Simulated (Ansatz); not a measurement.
`[NH2][Ge][Cl]` + CH₄ → `[CH3][Ge][NH2]` + HCl  (formal exchange of groups at a Ge–Cl bond)

Program: Ansatz. Geometries: PBE0-D4/def2-TZVP. ΔE: electronic, gas phase. CBS: MP2 limit from def2 TZ/QZ plus the TZ coupled-cluster correction, frozen cores. This one scheme is used for every species. DFT in def2-TZVPP. B3LYP here is the variant with VWN-RPA as its local correlation; programs differ in this. HSE06 is defined as in plane-wave codes. For Ge outer-core shells are correlated without core-valence functions, which leaves a few kJ/mol of doubt a bond. Scalar relativity is left out up to krypton. Each species was taken in one conformer, which may not be the lowest.

Question: Is it downhill or uphill in electronic energy at CCSD(T)/CBS, and by how much? (An estimate is asked.)

Answer: The calculation gave: Uphill: ΔE = +147.7 kJ/mol.

Question: What do these levels give: BLYP-D4, B97M-V, PBE0-D4, HSE06-D4, PBE, revPBE, B3LYP, RPA@PBE/def2-TZVPP, CCSD(T)/def2-TZVPP, SCS-MP2/def2-QZVPP, HF/CBS(def2), CCSD/CBS(def2)? (Best estimate.)

Answer: Ansatz gave: BLYP-D4 160.3, B97M-V 161.4, PBE0-D4 153.9, HSE06-D4 154.2, PBE 155.6, revPBE 156.9, B3LYP 161.0, RPA@PBE/def2-TZVPP 139.4, CCSD(T)/def2-TZVPP 143.5, SCS-MP2/def2-QZVPP 150.9, HF/CBS(def2) 163.0, CCSD/CBS(def2) 148.0 kJ/mol.

Largest T1 diagnostic among the species: 0.014.

In def2-TZVPP, CCSD(T) changes the Hartree–Fock value by −19.8 kJ/mol (the triples alone add −0.3 kJ/mol) and MP2 by −15.5 kJ/mol. Leaving LDA and LC-ωPBE aside and taking each functional with its dispersion term where it has one, the values, not all of them listed here, spread over 10.0 kJ/mol, from PBE-QIDH to B97M-V. LDA lies −7.0 kJ/mol from PBE without D4.
